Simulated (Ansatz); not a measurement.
Program: Ansatz. Geometries: PBE0-D4/def2-TZVP. ΔE: electronic, gas phase. CCSD(T)/CBS is the MP2 limit (def2-TZVPP, def2-QZVPP) plus CCSD(T) − MP2 in def2-TZVPP, frozen cores. This one scheme is used for every species. DFT in def2-TZVPP. B3LYP here is the variant with VWN-RPA as its local correlation; programs differ in this. One conformer a species, not always the lowest.

Reaction (redistribution): `CO[Si]C` + `CSBS` → `C[Si]SC` + `COBS`

```json
{"level": "PBE-D4", "ΔE (kJ/mol)": "-35.4", "difference from CCSD(T)/CBS": "-3.2"}
{"level": "r2SCAN-D4", "ΔE (kJ/mol)": "-33.9", "difference from CCSD(T)/CBS": "-1.7"}
{"level": "PBE0-D4", "ΔE (kJ/mol)": "-36.4", "difference from CCSD(T)/CBS": "-4.2"}
{"level": "B3LYP-D4", "ΔE (kJ/mol)": "-31.9", "difference from CCSD(T)/CBS": "0.3"}
{"level": "ωB97X-V", "ΔE (kJ/mol)": "-29.3", "difference from CCSD(T)/CBS": "2.9"}
{"level": "ωB97M-V", "ΔE (kJ/mol)": "-30.8", "difference from CCSD(T)/CBS": "1.4"}
{"level": "B2PLYP", "ΔE (kJ/mol)": "-32.0", "difference from CCSD(T)/CBS": "0.2"}
{"level": "PBE", "ΔE (kJ/mol)": "-36.7", "difference from CCSD(T)/CBS": "-4.5"}
{"level": "r2SCAN", "ΔE (kJ/mol)": "-34.2", "difference from CCSD(T)/CBS": "-2.0"}
{"level": "PBE0", "ΔE (kJ/mol)": "-37.4", "difference from CCSD(T)/CBS": "-5.2"}
{"level": "B3LYP", "ΔE (kJ/mol)": "-33.9", "difference from CCSD(T)/CBS": "-1.7"}
{"level": "HF/def2-TZVPP", "ΔE (kJ/mol)": "-35.0", "difference from CCSD(T)/CBS": "-2.8"}
{"level": "MP2/def2-TZVPP", "ΔE (kJ/mol)": "-29.8", "difference from CCSD(T)/CBS": "2.4"}
{"level": "SCS-MP2/def2-TZVPP", "ΔE (kJ/mol)": "-28.9", "difference from CCSD(T)/CBS": "3.3"}
{"level": "CCSD/def2-TZVPP", "ΔE (kJ/mol)": "-29.7", "difference from CCSD(T)/CBS": "2.5"}
{"level": "CCSD(T)/def2-TZVPP", "ΔE (kJ/mol)": "-30.2", "difference from CCSD(T)/CBS": "2.0"}
{"level": "HF/def2-QZVPP", "ΔE (kJ/mol)": "-34.8", "difference from CCSD(T)/CBS": "-2.6"}
{"level": "MP2/def2-QZVPP", "ΔE (kJ/mol)": "-30.9", "difference from CCSD(T)/CBS": "1.3"}
{"level": "SCS-MP2/def2-QZVPP", "ΔE (kJ/mol)": "-30.1", "difference from CCSD(T)/CBS": "2.1"}
{"level": "HF/CBS(def2)", "ΔE (kJ/mol)": "-34.7", "difference from CCSD(T)/CBS": "-2.5"}
{"level": "MP2/CBS(def2)", "ΔE (kJ/mol)": "-31.8", "difference from CCSD(T)/CBS": "0.4"}
{"level": "CCSD/CBS(def2)", "ΔE (kJ/mol)": "-31.7", "difference from CCSD(T)/CBS": "0.5"}
{"level": "CCSD(T)/CBS", "ΔE (kJ/mol)": "-32.2", "difference from CCSD(T)/CBS": "0"}
```

Largest T1 diagnostic among the species: 0.014.

In def2-TZVPP, CCSD(T) changes the Hartree–Fock value by +4.8 kJ/mol (the triples alone add −0.5 kJ/mol) and MP2 by +5.2 kJ/mol.
